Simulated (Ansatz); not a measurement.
The same bond dissociation along the group B, Al, In.

Computed with Ansatz on PBE0-D4/def2-TZVP structures; ΔE is electronic, products minus reactants. CBS: MP2 limit from def2 TZ/QZ plus the TZ coupled-cluster correction, frozen cores. This one scheme is used for every species, atoms too. DFT in def2-TZVPP. B3LYP here is the variant with VWN-RPA as its local correlation; programs differ in this. Open shells (•) are unrestricted, without spin–orbit coupling. Spin–orbit coupling would lower the free atoms: a little for F. Elements past krypton have def2 core potentials. For In outer-core shells are correlated without core-valence functions, so the limit isn't a true one: a few kJ/mol of doubt a bond, and 10 to 20 or more in all where bonds break to atoms. Each species was taken in one conformer, which may not be the lowest.

| reaction | CCSD/CBS(def2) (kcal/mol) | B3LYP-D4 (kcal/mol) | ωB97M-V (kcal/mol) | CCSD(T)/CBS(def2) (kcal/mol) |
| --- | --- | --- | --- | --- |
| `CBCF` → `[CH2]BC`• + F• | 102.0 | 102.1 | 105.0 | 105.2 |
| `[CH3][AlH][CH2]F` → `[CH2][AlH][CH3]`• + F• | 99.7 | 100.4 | 103.2 | 103.0 |
| `[CH3][InH][CH2]F` → `[CH2][InH][CH3]`• + F• | 103.6 | 104.8 | 107.2 | 107.0 |

Largest T1 diagnostic: 0.013, for `[CH2][InH][CH3]`•.
